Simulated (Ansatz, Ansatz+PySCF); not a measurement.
```xyz
4

C     0.6119   -0.8175    0.0323
S    -0.3502    0.4679   -0.0185
H     0.2215   -1.8462    0.0880
H     1.7103   -0.7348    0.0140
```

Basis set: def2-SVP (spherical functions). Left uncorrelated: 6 orbitals. Charge 0, multiplicity 3.

Computed with Ansatz (development build ahead of 0.2.0); each method stands on the lowest determinant of its kind that the runs found.

**Question.** Give the atomization energy at this shape (free ground-state atoms in the same class of orbitals less the molecule, no zero-point energy) of triplet CH₂S by UHF-CCSD(T), UHF-MP2, UHF.

**Answer.**

```
     method  atomization energy
UHF-CCSD(T)       1087.7 kJ/mol
    UHF-MP2       1088.4 kJ/mol
        UHF        836.3 kJ/mol
```

Caution: another spin multiplicity may lie lower.
